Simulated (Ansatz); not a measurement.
```xyz
5

C     0.0306    0.0043   -0.0393
H     0.6607    0.6198    0.6738
H     0.6828   -0.6375   -0.6444
H    -0.5955    0.6169   -0.6070
H    -0.6741   -0.6232    0.6061
```

Basis set: def2-TZVP (spherical functions). Correlated methods keep 1 orbital frozen. Charge 0, multiplicity 1.

Computed with Ansatz (development build ahead of 0.2.0); each method stands on the lowest determinant of its kind that the runs found. Restricted open shells among the atoms or ions are ROHF, correlated in semicanonical orbitals with singles. Restricted functionals stand beside restricted open-shell atoms, which can lie above the unrestricted atoms usual in DFT and then raise those values.

The atomization energy at this shape (free ground-state atoms in the same class of orbitals less the molecule, no zero-point energy) of singlet CH₄:

```
           method  atomization energy
PBE0 (restricted)            18.00 eV
          RHF-MP2            17.35 eV
```

(1) What does RHF give?

Results:

(1) 14.17 eV.
